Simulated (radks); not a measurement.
Values are calculated unless marked as measured or tabulated.
Valence configurations of Mn I (all share [Ar]). Level of theory: scalar-relativistic Kohn-Sham, PBE, spin-polarised, spherical densities, point nucleus; open shells are filled with parallel spins first (a radial shooting solver on a logarithmic mesh with Libxc functionals). Energies are relative to 3d5 4s2; eigenvalues in eV for spin up.

valence          E (eV)  moment (Bohr magnetons)    e(3d)   e(4p)    e(4s)
3d5 4s2           0.000                        5   -8.146       -   -5.508
3d5.5 4s1.5       0.526                        5   -6.112       -   -5.071
3d6 4s1           1.341                        5   -4.433       -   -4.681
3d7               5.002                        3   -2.771       -        -
3d4 4s2 4p1       8.935                        5  -14.389  -2.979   -7.694
3d3.5 4s1 4p2.5  18.043                        7  -18.687  -4.325   -9.623
3d3 4s2 4p2      23.050                        5  -21.187  -4.268   -9.704
3d3 4s1 4p3      25.916                        7  -22.073  -4.920  -10.560
3d3 4p4          33.908                        5  -23.679  -5.297        -

NIST lists [Ar] 3d5 4s2 as the ground configuration; this level of theory agrees among the configurations tried. The energies are those of spherical high-spin densities, not of single terms. No valid solution was reached for [Ar] 3d5 4p2.
